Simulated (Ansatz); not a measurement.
CuF₂⁺. The state is a singlet with charge 1. Geometry PBE-D4/def2-TZVP, that of the neutral doublet.

| atom | x (Å) | y (Å) | z (Å) |
| --- | --- | --- | --- |
| Cu1 | 0.0000 | -0.0001 | 0.0001 |
| F2 | -1.7160 | 0.2646 | 0.0708 |
| F3 | 1.7160 | -0.2646 | -0.0709 |

The restricted singlet is unstable towards broken spin symmetry in Hartree–Fock (as tested in another run); at PBE-D4/def2-TZVP, r2SCAN-D4/def2-TZVP, PBE0-D4/def2-TZVP this wasn't settled. At PBE-D4/def2-TZVP, r2SCAN-D4/def2-TZVP an occupied level of the charge 1 singlet lies above an empty one (by up to 0.65 eV), so this SCF solution is probably not the lowest. At PBE0-D4/def2-TZVP a triplet of charge 1 lies 1.23 eV below the restricted singlet at the same geometry. The structure comes from a short search, and lower isomers may exist.

(1) Estimate the orbital energies around the gap (eV) in Ansatz with PBE-D4/def2-TZVP, r2SCAN-D4/def2-TZVP, PBE0-D4/def2-TZVP.

Results:

(1) 
```csv
orbital,PBE-D4/def2-TZVP,r2SCAN-D4/def2-TZVP,PBE0-D4/def2-TZVP
HOMO−5,-18.48,-19.09,-22.12
HOMO−4,-18.46,-19.07,-19.96
HOMO−3,-18.14,-18.23,-19.56
HOMO−2,-17.82,-18.10,-19.46
HOMO−1,-16.90,-17.27,-18.90
HOMO,-16.72,-17.17,-18.88
LUMO,-17.38,-17.42,-16.59
LUMO+1,-9.52,-9.16,-8.52
LUMO+2,-6.34,-5.90,-5.38
LUMO+3,-6.17,-5.81,-5.36
LUMO+4,-2.78,-2.17,-2.21
LUMO+5,-1.43,-0.92,-0.97
```
